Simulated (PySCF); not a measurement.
Si(F)2(H)(NHMe) (CH₅F₂NSi), SMILES CN[SiH](F)F.

Geometry: PBE0-D3(BJ)/def2-SVP. This is a generated structure with no PubChem entry under its InChIKey; it may be hypothetical. The values are those of a single conformer.

Two levels are set side by side: PBE/def2-TZVP (PySCF) and CAM-B3LYP/def2-TZVP (PySCF). Same geometry, gas phase. Differences are taken from unrounded values.

```
quantity                     CAM-B3LYP
---------------------------  ---------
orbital gap (eV)                 10.56
highest occupied level (eV)      -9.00
lowest empty level (eV)           1.56
dipole moment (D)                 2.82
mean polarisability (bohr³)       41.9
```

Problem. What does PBE give, and how far is it from CAM-B3LYP? (The exact figures need the calculation; the answer reports its results.)

Solution. 
```
quantity                       PBE  PBE minus CAM-B3LYP
---------------------------  -----  -------------------
orbital gap (eV)              5.98                -4.58
highest occupied level (eV)  -6.12                 2.88
lowest empty level (eV)      -0.14                -1.70
dipole moment (D)             2.71                -0.12
mean polarisability (bohr³)   44.4                  2.5
```

Without exact exchange PBE keeps part of each electron's self-repulsion, which lifts occupied levels and narrows the gap. Loosely held outer electrons make PBE densities more polarisable. Differences between two approximate levels are no errors against the true value.

Rough cost on one machine, each run with all the roots and properties that it gave: CAM-B3LYP against PBE within a factor of 2.
